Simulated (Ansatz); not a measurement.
Reaction (SMILES): FSF → F atom + F[S] (F-S)
B3LYP-D3(BJ)/def2-TZVP geometries, fixed; electronic energies without zero-point terms.
Largest species:
```
S
F 1 1.6052
F 1 1.6052 2 98.75
```

Energies in hartree at r2SCAN with Ansatz (an electronic-structure program); the bond dissociation energy is their sum with the coefficients shown, times 627.509 kcal/mol a hartree. All functions are spherical. Open shells are unrestricted. No added dispersion term, no relativity.

```csv
species,coefficient,part,cc-pV(D+d)Z,cc-pV(T+d)Z,cc-pV(Q+d)Z
FSF,-1,r2SCAN,-597.71162,-597.81283,-597.83729
F atom,+1,r2SCAN,-99.68613,-99.72102,-99.72999
F[S] (F-S),+1,r2SCAN,-497.89110,-497.94804,-497.96230
```

Task: Predict the bond dissociation energy in cc-pV(5+d)Z (X = 5): let each r2SCAN step shrink by the ratio of the last two. Compare with the run.

Result: 
- FSF: steps -0.10121 and -0.02446, ratio 0.242, so r2SCAN -597.84321 (run: -597.84618).
- F atom: steps -0.03489 and -0.00897, ratio 0.257, so r2SCAN -99.73230 (run: -99.73310).
- F[S] (F-S): steps -0.05694 and -0.01426, ratio 0.250, so r2SCAN -497.96587 (run: -497.96798).
Predicted 91.01 kcal/mol; the run in cc-pV(5+d)Z gives 91.05, a miss of -0.04. Keeping the value in cc-pV(Q+d)Z, 90.99, would miss by -0.06. All sums are of the energies as printed.
